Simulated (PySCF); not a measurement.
B(OH)(OEt)(NH2), SMILES CCOB(N)O (C2H8BNO2), B3LYP/def2-SVP optimised geometry.

```
14

B     -0.71     0.07     0.00
O     -1.38     1.28     0.00
H     -2.34     1.20     0.03
O      0.66     0.07     0.00
C      1.41     1.27    -0.02
C      1.65     1.77    -1.44
H      0.92     2.05     0.58
H      2.38     1.04     0.46
H      0.69     2.05    -1.92
H      2.30     2.65    -1.44
H      2.12     0.99    -2.05
N     -1.38    -1.19     0.00
H     -0.85    -2.05     0.01
H     -2.38    -1.31     0.00
```

Density from B3LYP/def2-TZVP in PySCF at that geometry.

Minimum of the electron density along straight lines between bonded atoms, close to the bond critical point (lines longer than 1.1 times the sum of covalent radii, or with two minima, are not listed):

| bond | length / Å | ρ at the minimum / e bohr⁻³ | ∇²ρ there / e bohr⁻⁵ | position (fraction from the first atom) |
|---|---|---|---|---|
| B1–O2 | 1.380 | 0.202 | 0.81 | 0.33 |
| O2–H3 | 0.962 | 0.359 | -2.41 | 0.80 |
| B1–O4 | 1.370 | 0.207 | 0.83 | 0.33 |
| O4–C5 | 1.417 | 0.255 | -0.54 | 0.65 |
| C5–C6 | 1.523 | 0.253 | -0.65 | 0.51 |
| C5–H7 | 1.104 | 0.282 | -0.98 | 0.65 |
| C5–H8 | 1.103 | 0.281 | -0.99 | 0.64 |
| C6–H9 | 1.101 | 0.274 | -0.92 | 0.64 |
| C6–H10 | 1.103 | 0.271 | -0.91 | 0.64 |
| C6–H11 | 1.102 | 0.273 | -0.92 | 0.64 |
| B1–N12 | 1.420 | 0.208 | 0.44 | 0.33 |
| N12–H13 | 1.012 | 0.336 | -1.65 | 0.74 |
| N12–H14 | 1.010 | 0.337 | -1.63 | 0.73 |
